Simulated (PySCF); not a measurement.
**CoSi⁺: one state, many levels of theory**

State: ³Δ (triplet), unpaired electrons σ ↑, δ ↑. Set-up: PySCF, no relativity, basis sets Co def2-TZVPPD, Si def2-TZVPPD. De refers to Co⁺ (3d8) + Si in their high-spin ground configurations, without counterpoise correction. The functionals are run spin-unrestricted. A positive dipole points towards Si; it is taken about the centre of mass and depends on that origin. Levels whose curve was spin-contaminated or gave no clean fit are not listed.

```json
{"Level": "PBE", "Re (Å)": "2.113", "ωe (cm⁻¹)": "381", "De (eV)": "n/a", "μ (D)": "0.61", "CPU s a point (SCF and correlation, without the integrals)": "3.2"}
{"Level": "B97-3", "Re (Å)": "2.263", "ωe (cm⁻¹)": "344", "De (eV)": "n/a", "μ (D)": "0.47", "CPU s a point (SCF and correlation, without the integrals)": "4.5"}
{"Level": "BHandHLYP", "Re (Å)": "2.308", "ωe (cm⁻¹)": "326", "De (eV)": "n/a", "μ (D)": "0.43", "CPU s a point (SCF and correlation, without the integrals)": "4.2"}
{"Level": "ωB97M-V", "Re (Å)": "2.242", "ωe (cm⁻¹)": "361", "De (eV)": "n/a", "μ (D)": "0.33", "CPU s a point (SCF and correlation, without the integrals)": "17"}
```

De is left out where the level can put another filling of the metal’s s and d shells below the measured ground configuration, by anything from nothing to about 1 eV. With d or f electrons several states lie close, and the lowest PBE0 determinant need not be the measured ground state.

The whole job (state search and all levels along the bond) took about 14 min on 2 threads of AMD EPYC 7R43 64-Core (shared host), peak memory 4.1 GiB.
